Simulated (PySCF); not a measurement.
## Assigning NMR signals

Numbering as in the mapped SMILES `[CH:1]#[C:2]/[C:3](=[CH:4]/[SiH3:5])[C:6]([F:7])([F:8])[F:9]`. Hydrogens are named by the atom that carries them.

A single conformation, averaged over atoms made equivalent by symmetry, fast rotation or ring inversion, relativity neglected, no solvent model. Shielding tensors at PBE0/pcSseg-1 (GIAO); GFN2-xTB geometry; PySCF 2.14.

Scale: $^{13}$C (σ = 186.93 ppm), $^{1}$H (σ = 31.72 ppm) against TMS (reference shieldings calculated alike).

Problem. Assign these signals to the numbered atoms. $^{13}$C{$^{1}$H} NMR (computed): δ 148.6 (CH), 136.8 (C), 133.1 (C), 93.4 (CH), 83.7 (C).

Solution. 
| δ (ppm) | atoms | environment | reason |
| --- | --- | --- | --- |
| 148.6 | C4 | alkene CH | as expected for a trigonal carbon in a double bond |
| 136.8 | C3 | fully substituted alkene carbon | an sp2 carbon of a C=C bond |
| 133.1 | C6 | CF3 carbon | 3 electronegative neighbours deshield it |
| 93.4 | C1 | terminal alkyne carbon | the triple bond shields along its axis, which puts it between sp3 and sp2 carbons |
| 83.7 | C2 | alkyne carbon | sp carbons lie upfield of alkene carbons because the cylindrical π system leaves one tensor component strongly shielded |

Problem. Assign these signals to the numbered atoms. $^{1}$H NMR (500 MHz, computed): δ 7.25 (m, 1H), 4.29 (d, 3H), 2.97 (s, 1H).

Solution. 
7.25 → H(C4), hydrogen on an alkene CH: olefinic region
4.29 → H(Si5), hydrogen on a silicon bonded to C
2.97 → H(C1), hydrogen on a terminal alkyne carbon: it lies on the axis of the triple bond, in its shielding cone

Splittings by $^{19}$F in the carbon and heteronuclear signals aren't shown, as no couplings were computed. Shifts are as computed. Against solution values, carbons near 30 ppm lie about +3 ppm off and those near 130 ppm about +5 ppm. Of 1211 compounds with measured shifts, 218 miss one by over three times the rms of a fit or turn the order of signals round; such compounds aren't used in these exercises. Multiplicities follow the n + 1 count of equivalent neighbours, as no J values were calculated; m marks all less simple cases, F and P coupling included.
